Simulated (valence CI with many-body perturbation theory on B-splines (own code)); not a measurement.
Results of a calculation; reference values are marked as such.
## Energy levels of Ca VIII

Method: relativistic CI+MBPT: three valence electrons over a frozen Dirac-Fock core [Ne], a basis of 11 s, 11 p, 9 d, 7 f, 5 g, 2 h, 1 i functions for each j, with the one-electron correlation potential Σ1 (screened to all orders), the two-electron term Σ2, the three-electron term Σ3, Breit, model QED; selected single and double excitations, second order for the rest, scaled by the run's own slope (own B-spline code, finite nucleus).

No measured spectrum was set against this ion. As an estimate, levels hold to about 100 cm⁻¹ or 0.05 % of their energy and the worst to 300 or 400 cm⁻¹, as in measured light ions of charge 2 to 7.

Levels 1 to 45 of 66, with energies above the lowest level, 3s2 3p 2P°_1/2. "Leading %" is the weight of the configuration and term that name the level; weights of strongly mixed levels are sums over their largest components and can fall short. In the jj column 3d3/2^4 stands for four electrons in 3d with j = 3/2.

| No. | Configuration | Term | J | E (cm⁻¹) | Leading % | Second component | Leading jj | g |
| --- | --- | --- | --- | --- | --- | --- | --- | --- |
| 1 | 3s2 3p | 2P° | 1/2 | 0 | 96 |  | 3s^2 3p1/2 (96 %) | 0.665 |
| 2 | 3s2 3p | 2P° | 3/2 | 4312 | 96 |  | 3s^2 3p3/2 (96 %) | 1.334 |
| 3 | 3s 3p2 | 4P | 1/2 | 129770 | 99 |  | 3s 3p1/2^2 (48 %) | 2.669 |
| 4 | 3s 3p2 | 4P | 3/2 | 131350 | 99 |  | 3s 3p1/2 3p3/2 (89 %) | 1.734 |
| 5 | 3s 3p2 | 4P | 5/2 | 133720 | 99 |  | 3s 3p3/2^2 (61 %) | 1.600 |
| 6 | 3s 3p2 | 2D | 3/2 | 171580 | 86 | 12 % 3s2 3d 2D | 3s 3p1/2 3p3/2 (59 %) | 0.800 |
| 7 | 3s 3p2 | 2D | 5/2 | 171830 | 86 | 12 % 3s2 3d 2D | 3s 3p1/2 3p3/2 (53 %) | 1.201 |
| 8 | 3s 3p2 | 2S | 1/2 | 216760 | 95 |  | 3s 3p3/2^2 (58 %) | 1.968 |
| 9 | 3s 3p2 | 2P | 1/2 | 231230 | 93 |  | 3s 3p1/2 3p3/2 (62 %) | 0.701 |
| 10 | 3s 3p2 | 2P | 3/2 | 233810 | 95 |  | 3s 3p3/2^2 (56 %) | 1.333 |
| 11 | 3s2 3d | 2D | 3/2 | 282350 | 84 | 12 % 3s 3p2 2D | 3s^2 3d3/2 (84 %) | 0.799 |
| 12 | 3s2 3d | 2D | 5/2 | 282570 | 84 | 12 % 3s 3p2 2D | 3s^2 3d5/2 (84 %) | 1.200 |
| 13 | 3p3 | 2D° | 3/2 | 335810 | 67 | 32 % 3s 3p 3d 2D° | 3p1/2 3p3/2^2 (28 %) | 0.802 |
| 14 | 3p3 | 2D° | 5/2 | 336260 | 67 | 32 % 3s 3p 3d 2D° | 3p1/2 3p3/2^2 (67 %) | 1.200 |
| 15 | 3p3 | 4S° | 3/2 | 346130 | 98 |  | 3p1/2 3p3/2^2 (56 %) | 1.997 |
| 16 | 3p3 | 2P° | 1/2 | 377230 | 77 | 20 % 3s 3p 3d 2P° | 3p1/2 3p3/2^2 (77 %) | 0.665 |
| 17 | 3s 3p 3d | 4F° | 3/2 | 377250 | 83 | 12 % 3p3 2P° | 3s 3p1/2 3d3/2 (63 %) | 0.552 |
| 18 | 3p3 | 2P° | 3/2 | 377390 | 63 | 17 % 3s 3p 3d 2P° | 3p3/2^3 (39 %) | 1.183 |
| 19 | 3s 3p 3d | 4F° | 5/2 | 378160 | 99 |  | 3s 3p1/2 3d3/2 (35 %) | 1.029 |
| 20 | 3s 3p 3d | 4F° | 7/2 | 379440 | 100 |  | 3s 3p3/2 3d3/2 (38 %) | 1.238 |
| 21 | 3s 3p 3d | 4F° | 9/2 | 381150 | 100 |  | 3s 3p3/2 3d5/2 (100 %) | 1.334 |
| 22 | 3s 3p 3d | 4P° | 5/2 | 408800 | 86 | 12 % 3s 3p 3d 4D° | 3s 3p1/2 3d5/2 (75 %) | 1.570 |
| 23 | 3s 3p 3d | 4P° | 3/2 | 409850 | 77 | 22 % 3s 3p 3d 4D° | 3s 3p1/2 3d3/2 (33 %) | 1.615 |
| 24 | 3s 3p 3d | 4P° | 1/2 | 410800 | 72 | 27 % 3s 3p 3d 4D° | 3s 3p3/2 3d3/2 (48 %) | 1.935 |
| 25 | 3s 3p 3d | 4D° | 1/2 | 412410 | 72 | 27 % 3s 3p 3d 4P° | 3s 3p3/2 3d3/2 (75 %) | 0.733 |
| 26 | 3s 3p 3d | 4D° | 3/2 | 412980 | 77 | 22 % 3s 3p 3d 4P° | 3s 3p3/2 3d3/2 (76 %) | 1.317 |
| 27 | 3s 3p 3d | 4D° | 5/2 | 413350 | 87 | 12 % 3s 3p 3d 4P° | 3s 3p3/2 3d3/2 (52 %) | 1.399 |
| 28 | 3s 3p 3d | 4D° | 7/2 | 413470 | 99 |  | 3s 3p3/2 3d5/2 (70 %) | 1.429 |
| 29 | 3s 3p 3d | 2D° | 5/2 | 423600 | 79 | 17 % 3p3 2D° | 3s 3p3/2 3d5/2 (46 %) | 1.203 |
| 30 | 3s 3p 3d | 2D° | 3/2 | 423610 | 80 | 18 % 3p3 2D° | 3s 3p3/2 3d5/2 (33 %) | 0.801 |
| 31 | 3s 3p 3d | 2F° | 5/2 | 444060 | 98 |  | 3s 3p1/2 3d5/2 (43 %) | 0.857 |
| 32 | 3s 3p 3d | 2F° | 7/2 | 447490 | 98 |  | 3s 3p3/2 3d5/2 (64 %) | 1.143 |
| 33 | 3s 3p 3d | 2P° | 3/2 | 484090 | 82 | 15 % 3p3 2P° | 3s 3p1/2 3d3/2 (32 %) | 1.329 |
| 34 | 3s 3p 3d | 2P° | 1/2 | 485470 | 84 | 14 % 3p3 2P° | 3s 3p3/2 3d5/2 (68 %) | 0.666 |
| 35 | 3s 3p 3d | 2F° | 7/2 | 486270 | 96 |  | 3s 3p1/2 3d5/2 (40 %) | 1.143 |
| 36 | 3s 3p 3d | 2F° | 5/2 | 487150 | 96 |  | 3s 3p3/2 3d3/2 (61 %) | 0.857 |
| 37 | 3s 3p 3d | 2P° | 1/2 | 502060 | 89 | 4 % 3p3 2P° | 3s 3p3/2 3d3/2 (60 %) | 0.665 |
| 38 | 3s 3p 3d | 2P° | 3/2 | 502300 | 88 |  | 3s 3p3/2 3d5/2 (59 %) | 1.322 |
| 39 | 3s 3p 3d | 2D° | 3/2 | 506220 | 80 | 13 % 3p3 2D° | 3s 3p3/2 3d3/2 (47 %) | 0.815 |
| 40 | 3s 3p 3d | 2D° | 5/2 | 506810 | 82 | 13 % 3p3 2D° | 3s 3p3/2 3d5/2 (50 %) | 1.200 |
| 41 | 3s2 4s | 2S | 1/2 | 547370 | 95 |  | 3s^2 4s (95 %) | 2.002 |
| 42 | 3p2 3d | 2F | 5/2 | 565250 | 87 | 13 % 3s 3d2 2F | 3p1/2 3p3/2 3d3/2 (50 %) | 0.858 |
| 43 | 3p2 3d | 2F | 7/2 | 566960 | 86 | 13 % 3s 3d2 2F | 3p3/2^2 3d5/2 (33 %) | 1.145 |
| 44 | 3p2 3d | 4F | 3/2 | 572880 | 98 |  | 3p1/2 3p3/2 3d3/2 (39 %) | 0.403 |
| 45 | 3p2 3d | 4F | 5/2 | 573820 | 98 |  | 3p1/2 3p3/2 3d3/2 (55 %) | 1.031 |

Names give the largest LS component (configuration and term), which can be under half, so a name can repeat, a term be missing and a line seem to break the LS rules; names also repeat where a configuration has a term twice.

Where two levels of one J and parity lie close, their mixing, g and order are uncertain.

The ionisation energy to 3s2 1S_0 of the next ion comes out as 147.81 eV (NIST: 147.24 ± 0.12 eV (measured), further off than twice its uncertainty). All 66 levels together are meant to be complete up to 644670 cm⁻¹.
